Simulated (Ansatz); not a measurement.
A structure relaxed at r2SCAN-D4/def2-TZVPD in Ansatz, charge -1, singlet:

Cartesian coordinates in Å:
```
In 0.900 -1.359 -0.362
As -1.223 0.373 -0.592
As 0.323 0.986 0.954
```

Question: Give its formula and point group.

Answer: InAs₂⁻. Point group C2v (tolerance 0.1 Å).

Question: Summarise the bond lengths by kind (pairs closer than 1.2 times the sum of covalent radii, bridged metal pairs left out).

Answer: 2 × As–In 2.75 Å; 1 × As–As 2.27 Å.

In the def2 sets In takes a core potential; there is no spin–orbit coupling. The highest occupied level of the charge -1 singlet lies above zero (up to 0.36 eV). By energy differences its removal costs 1.86 eV (vertical, to the charge 0 doublet, at r2SCAN-D4/def2-TZVPD); a positive level beside a positive removal energy at the same level points to self-interaction error. The structure comes from a short search, and lower isomers may exist.
